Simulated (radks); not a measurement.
The numbers below are computed, except where a source is named.
Question: Lu II, configuration [Xe] 4f13 5d1 6s1.5 6p0.5 (fractional occupations, a model configuration). Code: a radial shooting solver on a logarithmic mesh with Libxc functionals. Model: scalar-relativistic Kohn-Sham, r2SCAN, spin-polarised, spherical densities, finite nucleus; open shells are filled with parallel spins first (spin-orbit coupling, left out, can overturn this in heavy ions); meta-GGA in the generalised Kohn-Sham scheme; Fermi nuclear charge, rms radius 5.37 fm. Some entries of the table are withheld. Estimate them.

orbital,occ.,eigenvalue (Ry),<r> (bohr),<1/r> (bohr^-1)
1s up,1,-4654.705,0.01932,82.19
1s down,1,-4654.704,0.01932,82.19
2s up,1,-795.2803,0.08182,19.19
2s down,1,-795.2756,0.08182,19.19
2p up,3,-699.6103,0.07293,17.55
2p down,3,-699.6063,0.07293,17.55
3s up,1,-182.0395,0.2124,7.106
3s down,1,-181.9903,0.2124,7.108
3p up,3,-153.1895,0.2122,6.596
3p down,3,-153.1398,0.2121,6.597
3d up,5,-118.4944,0.1925,6.234
3d down,5,-118.4544,0.1925,6.235
4s up,1,-37.76108,0.4776,2.999
4s down,1,-37.66159,0.4777,2.998
4p up,3,-28.23794,0.5069,2.737
4p down,3,-28.14036,0.5070,2.736
4d up,5,-15.75303,0.5457,2.426
4d down,5,-15.65545,0.5458,2.425
5s up,1,-5.69122,1.154,1.151
5s down,1,-5.61838,1.154,1.150
5p up,3,-3.40481,1.350,0.9676
5p down,3,-3.32880,1.345,0.9701
4f up,7,-2.03447,0.6874,(1)
4f down,6,-1.93693,0.6882,(2)
6s up,1,(3),3.147,0.3995
5d up,1,-0.86984,2.157,(4)
6s down,0.5,(5),3.235,0.3879
5d down,0,-0.76077,2.135,(6)
6p up,0.5,-0.56201,3.896,0.3209
6p down,0,-0.45574,3.934,0.3136

Answer: 
(1) 4f up <1/r> (bohr^-1): 1.880
(2) 4f down <1/r> (bohr^-1): 1.878
(3) 6s up eigenvalue (Ry): -0.94608
(4) 5d up <1/r> (bohr^-1): 0.6049
(5) 6s down eigenvalue (Ry): -0.81731
(6) 5d down <1/r> (bohr^-1): 0.6133
